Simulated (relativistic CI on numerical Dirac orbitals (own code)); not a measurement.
Crystal-field levels of Rh2+, 4d7

Calculated by Dirac-Coulomb-Breit CI, orbitals from a KLI potential per configuration, model QED, valence Slater integrals scaled by 0.8, one configuration in a parametric crystal field (own radial code).

Field parameters in Wybourne normalisation: D4h B²₀ = −7Ds, B⁴₀ = 21(Dq − Dt), B⁴₄ = 21√(5/14) Dq. The field is a parameter set, without covalency.

S is read from ⟨S²⟩ = S(S + 1).

Levels (cm⁻¹, degeneracy): 0 (2), 89 (2), 579 (2), 1477 (2), 1950 (2), 2847 (2), 3215 (2), 3803 (2), 6688 (2), 6708 (2), 7234 (2), 7649 (2).

(1) Which field gives this pattern?
A. D4h, 10Dq = 35900, Ds = 760, Dt = 310 cm⁻¹
B. D4h, 10Dq = 30000, Ds = -460, Dt = 130 cm⁻¹
C. D4h, 10Dq = 15900, Ds = -1460, Dt = -10 cm⁻¹
D. D4h, 10Dq = 8400, Ds = 660, Dt = 720 cm⁻¹

## Answers

(1) D. D4h, 10Dq = 8400, Ds = 660, Dt = 720 cm⁻¹, ground level with S = 1.49.
